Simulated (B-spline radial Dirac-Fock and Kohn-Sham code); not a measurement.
Nd¹⁸⁺: eigenvalues, ΔSCF and the reference

System: Nd¹⁸⁺, configuration [Kr] 4d6.

The density-functional columns are spherical, spin-unpolarised Dirac-Kohn-Sham results without Breit or QED terms: −ε is minus the orbital energy of the initial state and ΔSCF the difference of two total energies. The reference in the last column comes from Dirac-Fock (average of configuration) total-energy differences with a finite nucleus, the Breit interaction including its frequency dependence, and self-energy and vacuum-polarisation corrections. All numbers are from a radial finite-basis atomic code, in eV; a selection of levels is shown. The Kohn-Sham columns are given as differences from the reference. For the 1s level of heavy atoms much of the gap between ΔSCF and the reference is the Breit and QED part, -174.6 eV here; for other levels the error of the functional can be larger.

```csv
level,LDA −ε − DF,LDA ΔSCF − DF,Dirac-Fock
K (1s),-272.9,+162.2,44035.4
L1 (2s),-147.5,-57.8,7599.2
L2 (2p1/2),-112.3,-2.7,7190.0
L3 (2p3/2),-118.0,-16.8,6676.1
M1 (3s),-78.5,-42.2,2036.0
M2 (3p1/2),-64.5,-26.8,1862.2
M3 (3p3/2),-63.5,-27.4,1756.8
M4 (3d3/2),-43.2,-2.9,1457.9
M5 (3d5/2),-43.8,-4.0,1435.9
N1 (4s),-33.3,-14.4,739.2
N2 (4p1/2),-24.3,-5.6,667.8
N3 (4p3/2),-24.3,-6.2,641.7
"N4,5 (4d)",-16.0,+1.7,526.2
```

Values without a named source are computed, but for edge energies of neutral atoms, which are taken from tables.
